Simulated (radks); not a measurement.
Cu II, 28 electrons, occupied as [Ar] 3d10 (the NIST ground configuration).

Method: non-relativistic Kohn-Sham, PBE, spin-polarised, spherical densities, point nucleus; computed with a radial shooting solver on a logarithmic mesh with Libxc functionals.

Energy parts (eV):
total: -44626.660
kinetic: 44594.569
electron-nucleus: -106594.852
Hartree: 19190.507
exchange-correlation: -1816.885

Orbitals (lengths in bohr, moments of r in powers of bohr; r(90%) holds 90 % of the orbital's charge):
orbital  occ.  eigenvalue (eV)     <r^2>       <r^4>  r(90%)
1s          2        -8755.025  0.003751  0.00003583  0.0942
2s          2        -1048.160   0.06713    0.007808   0.369
2p          6        -919.9429   0.05290    0.005639   0.339
3s          2        -119.4942    0.6049      0.6005    1.09
3p          6         -79.6749    0.6752      0.8174    1.17
3d         10         -13.7515     1.406       6.275    1.82

The highest occupied level is 3d at -13.752 eV. For comparison, the ionisation energy in NIST's Atomic Spectra Database is 20.292 eV (measured). In exact Kohn-Sham theory the highest level is minus the ionisation energy, but local and semilocal functionals leave it too shallow, through self-interaction and a potential that decays too fast; potentials with the right tail come closer. The density falls to 0.001 e/bohr^3 at r = 3.31 bohr. The electron density at the nucleus is 1.664e+04 e/bohr^3. Virial ratio -V/T = 2.00072. Summed over all electrons, <r^2> = 19.78 bohr^2, which gives a Langevin (diamagnetic) susceptibility term of -15.7 x 10^-6 cm^3/mol.
